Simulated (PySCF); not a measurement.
C₂H₃ClFNSi, SMILES [Si@](Cl)(F)(C#C)N. Atoms are numbered in the order given.

```xyz
9

C      2.6311     0.0926    -1.1769
C      1.4855    -0.0144    -0.7829
Si    -0.2269    -0.1669    -0.1931
N     -1.2865     0.5484    -1.3066
F     -0.4978    -1.7475     0.0591
Cl    -0.4892     0.7227     1.6456
H      3.6449     0.1877    -1.5221
H     -2.2414     0.7943    -1.0701
H     -1.1247     0.4890    -2.3062
```

The structure is a stationary point at B3LYP-D3(BJ)/def2-SVP. The structure was generated by enumeration; whether it is a known compound was not checked. The values are those of a single conformer.

Level of theory: PySCF with PBE/pcSseg-1.

GIAO shieldings, no solvent; atoms listed in one row are averaged. δ = σ(ref) − σ: ¹³C against TMS (σ = 182.0 ppm); ²⁹Si against TMS (σ = 335.4 ppm); ¹⁵N against NH3 (σ = 267.0 ppm); ¹⁹F against CFCl3 (σ = 133.6 ppm); ³⁵Cl against HCl (σ = 936.5 ppm); ¹H against TMS (σ = 31.49 ppm), references at their B3LYP-D3(BJ)/def2-TZVP geometries, non-relativistic (without spin–orbit terms, shifts of atoms bonded to Cl or Br come out too high).

Computed chemical shifts:
```tsv
nucleus	atoms	count	δ (ppm)
¹³C	C1	1	98.8
¹³C	C2	1	83.3
²⁹Si	Si3	1	-41.1
¹⁵N	N4	1	51.6
¹⁹F	F5	1	-117.0
³⁵Cl	Cl6	1	78.1
¹H	H7	1	2.45
¹H	H9	1	1.85
¹H	H8	1	1.75
```
